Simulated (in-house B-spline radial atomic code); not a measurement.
Radial electron density of Pm, [Xe] 4f5 6s2. Method: scalar-relativistic (X2C) B3LYP, spin-polarised, spherical fractional occupations, Fermi nucleus of rms radius 4.962 fm. Calculated with a B-spline radial code for spherical atoms.

Caution: exact exchange at fractional occupations of open shells leaves self-interaction of up to several eV.

One-electron X2C: radii and densities carry no picture-change correction, so inner-shell <1/r> comes out high (for 1s by about 2 % at Z = 33, 5 % at 54, 10 % at 75, 30 % at 118) and <r> low.

Columns: r (bohr), 4πr²n(r) (electrons per bohr), bar.

```
0.000652    2.736 #
 0.00082    3.866 ##
 0.00103    5.427 ##
  0.0013    7.628 ###
 0.00163    10.54 ####
 0.00205    14.49 ######
 0.00258    19.71 ########
 0.00324    26.32 ###########
 0.00408     34.6 ###############
 0.00513    44.31 ###################
 0.00645    55.03 #######################
 0.00811    65.79 ############################
  0.0102    75.05 ###############################
  0.0128     80.9 ##################################
  0.0161    81.98 ##################################
  0.0203    78.24 #################################
  0.0255    72.71 ###############################
  0.0321    70.72 ##############################
  0.0403    77.27 ################################
  0.0507    91.78 #######################################
  0.0638    104.8 ############################################
  0.0802    104.4 ############################################
   0.101    90.17 ######################################
   0.127    79.01 #################################
   0.159    84.48 ###################################
   0.201    93.16 #######################################
   0.252    79.21 #################################
   0.317    49.51 #####################
   0.399    36.04 ###############
   0.502    41.66 #################
   0.631    40.43 #################
   0.793     26.8 ###########
   0.997    15.25 ######
    1.25    10.66 ####
    1.58    7.749 ###
    1.98     4.46 ##
    2.49    1.999 #
    3.14   0.9718 
    3.94   0.6598 
    4.96   0.4269 
    6.24   0.1971 
    7.85  0.05791 
    9.87 0.009978 
    12.4 0.0009268 
    15.6 3.991e-05
```

On this grid the curve has 4 maxima, near 0.0161, 0.0638, 0.201, 0.502 bohr.

The 6s up radial function P(r) = rR(r), positive near the nucleus:

```
r (bohr)         P
0.000328   0.00613
0.000518  0.008719
 0.00082   0.01234
  0.0013   0.01729
 0.00205   0.02373
 0.00324   0.03171
 0.00513   0.04037
 0.00811   0.04699
  0.0128   0.04589
  0.0203   0.02795
  0.0321  -0.01285
  0.0507  -0.06119
  0.0802  -0.06165
   0.127   0.03197
   0.201    0.1033
   0.317  -0.03544
   0.502   -0.1464
   0.793    0.1038
    1.25    0.2323
    1.98   -0.1396
    3.14   -0.5132
    4.96   -0.4513
    7.85   -0.1644
    12.4  -0.02014
```
